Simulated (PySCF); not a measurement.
**Diatomics of Cl with group 9**

PBE0 with triple-zeta basis sets in PySCF, for the lowest determinant that a PBE0 search found; no spin–orbit coupling. De refers to high-spin ground-configuration atoms. A positive dipole means M(−)Cl(+).

```json
{"M": "Co", "basis": "def2-TZVPP", "state (unpaired electrons)": "triplet (π ↑, δ ↑)", "Re (Å)": "2.102", "ωe (cm⁻¹)": "402", "De (eV)": "n/a", "μ (D)": "-5.15"}
{"M": "Rh", "basis": "def2-TZVPP", "state (unpaired electrons)": "triplet (σ ↑, δ ↑)", "Re (Å)": "2.253", "ωe (cm⁻¹)": "361", "De (eV)": "3.48", "μ (D)": "-4.99"}
{"M": "Ir", "basis": "def2-TZVPP", "state (unpaired electrons)": "triplet (π ↑, δ ↑)", "Re (Å)": "2.163", "ωe (cm⁻¹)": "409", "De (eV)": "n/a", "μ (D)": "-3.04"}
```

The shortest bond is that of CoCl (2.102 Å), the longest that of RhCl (2.253 Å).

The state changes along the series, so neighbouring rows are not always alike in their bonding.

De is left out where the level can put another filling of the metal’s s and d shells below the measured ground configuration, by anything from nothing to about 1 eV. The metal atom is held in its measured ground configuration; semilocal functionals can put another filling of s and d lower by some tenths of an eV, and De to that atom would be smaller. Spin–orbit coupling is left out, which matters for elements this heavy, above all for dissociation energies. With d or f electrons several states lie close, and the lowest PBE0 determinant need not be the measured ground state.
